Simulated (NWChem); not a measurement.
Molecule: diarsenic (As2); SMILES [As]#[As]

```xyz
2

As     0.0000     0.0000     1.0593
As     0.0000     0.0000    -1.0593
```
Atoms are numbered in this order, from 1.

All runs: NWChem. Pople sets run with spherical d functions. The geometry was optimised at B3LYP/6-31G* (spherical d). GIAO values for the isolated, static molecule; σ is the absolute isotropic shielding.

| level | σ As1 (ppm) |
|---|---|
| PBE/pcSseg-1 | -450.8 |
| B3LYP/6-31G* | -179.3 |
| BHandHLYP/pcSseg-1 | -767.8 |
| KT2/pcSseg-1 | … |
| PBE0/pcSseg-2 | -613.0 |

### Question
Fill in the missing entries.

### Answer

- KT2/pcSseg-1, σ As1 (ppm): -305.1
